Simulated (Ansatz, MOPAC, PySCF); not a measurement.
Donor–acceptor adduct: BH3 (SMILES B) (first 4 atoms) with H2O (SMILES O); geometry from B3LYP-D3(BJ)/def2-TZVP, rigid monomers moved along the line of their centres of mass till B1···O5 is 2.42 Å.
(charge 0, multiplicity 1):
```xyz
7

B      0.2106     0.2493     0.7896
H      0.6172    -0.7672     0.2870
H     -0.8529     0.6372     0.3940
H      1.0372     1.0909     1.0056
O     -0.3443    -0.4656     3.0350
H     -0.9991    -1.1748     2.9908
H      0.4451    -0.8282     3.4581
```

Counterpoise-corrected where a basis set is named; no monomer relaxation. Rows marked so take none.

Frozen-core correlation. CBS(a, b) extrapolates the correlation energy as X⁻³ and adds the Hartree–Fock energy of set b. Rows in 6-31G*, STO-3G carry no dispersion term and start afresh at each structure (6-31G* with six Cartesian d functions). The state reached by AM1 isn't checked.

Codes used: Ansatz (a quantum-chemistry and plane-wave program) with Gaussian orbitals; MOPAC for AM1 (differences of heats of formation); PySCF for 6-31G* rows, STO-3G rows, the dispersion terms. Each number belongs to the level named beside it.

```tsv
level	interaction energy (kcal/mol)
AM1	-4.06
HF/STO-3G (no counterpoise)	-14.98
HF/6-31G*	-9.43
PBE0-D3(BJ)/def2-TZVPPD	-11.56
wB97M-V/def2-TZVPPD	-11.30
SCS-MP2/aug-cc-pVDZ	-9.51
SCS-MP2/aug-cc-pVTZ	-9.70
CCSD/aug-cc-pVTZ	-9.87
CCSD(T)/CBS(aug-cc-pVDZ, aug-cc-pVTZ)	[?]
```

Fill in the missing entries.


- CCSD(T)/CBS(aug-cc-pVDZ, aug-cc-pVTZ), interaction energy (kcal/mol): -10.51
